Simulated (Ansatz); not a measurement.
`CC[SiH2]S` → `CC` + `[SiH]S` at 298.15 K and 1 bar (silylene formation by 1,1-elimination).

Gas-phase electronic energies from Ansatz, PBE0-D4/def2-TZVP geometries. CCSD(T)/CBS adds triple-zeta CCSD(T) − MP2 to the extrapolated MP2 energy (def2 sets, frozen cores). This one scheme is used for every species. One conformer a species, not always the lowest.

```
    species  CCSD(T)/CBS energy (Eh)  H − E (kJ/mol)  S (J/(mol·K))
`CC[SiH2]S`               -767.80899           262.7          344.7
       `CC`                -79.71954           207.7          227.7
   `[SiH]S`               -688.02937            55.9          256.4
```

H − E and S are ideal-gas, rigid-rotor, harmonic terms from PBE0-D4/def2-TZVP, for one conformer and one mirror image of each species. 1 Eh = 2625.50 kJ/mol, R = 8.31446 J/(mol·K).

Question: By hand: ΔE, ΔH, ΔS and ΔG.

Answer: ΔE = (-79.71954) + (-688.02937) − (-767.80899) = 0.06008 Eh = 157.7 kJ/mol. Δ(H − E) = 207.7 + 55.9 − 262.7 = 0.9, so ΔH = 158.6 kJ/mol. ΔS = 227.7 + 256.4 − 344.7 = 139.4 J/(mol·K). ΔG = 158.6 − 298.15 × (139.4)/1000 = 117.0 kJ/mol.

Question: By hand: the equilibrium constant, and the temperature at which ΔG would vanish if ΔH and ΔS stayed fixed.

Answer: log₁₀ K = −ΔG/(RT ln 10) = -20.5. ΔG = 0 at ΔH/ΔS = 1138 K.

The number of gas molecules changes by +1, which sets the sign of ΔS. A doubt of 5 kJ/mol in ΔE shifts log₁₀ K by 0.9 here. Other conformers and mirror images would add mixing entropy, several J/(mol·K) or more a flexible species. These are equilibria of isolated gas molecules and say nothing of rates. Largest T1 diagnostic: 0.016 (customary marks: 0.02 for closed shells, 0.045 for open ones).
